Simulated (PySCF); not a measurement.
How methods differ on the interval between two levels of Nb

Nb [Kr] 4d4 5s1 [6D9/2, M_J = 9/2] → Nb [Kr] 4d4 5p1 [6F11/2, M_J = 11/2], as a difference of total energies. All numbers are calculated (PySCF 2.14, the two-component X2C-1e Hamiltonian, in x2c-TZVPall-2c). Correlated levels: [Ar] 3d10 frozen; the 6 highest virtual spinors dropped. "Screened" scales the spin-orbit matrix elements by Boettger's factors to mimic the two-electron term; Breit and QED terms are absent.

```tsv
method	interval between two levels (cm⁻¹)
GHF (spin-free)	21039
GMP2 (spin-free)	23984
GHF (screened spin-orbit)	21280
GMP2 (screened spin-orbit)	24263
```

The labels give the starting determinants; with spin-orbit coupling the two ends relaxed to ⟨J²⟩ = 24.76, ⟨L²⟩ = 6.03, ⟨S²⟩ = 8.75 and ⟨J²⟩ = 35.81, ⟨L²⟩ = 12.09, ⟨S²⟩ = 8.75.
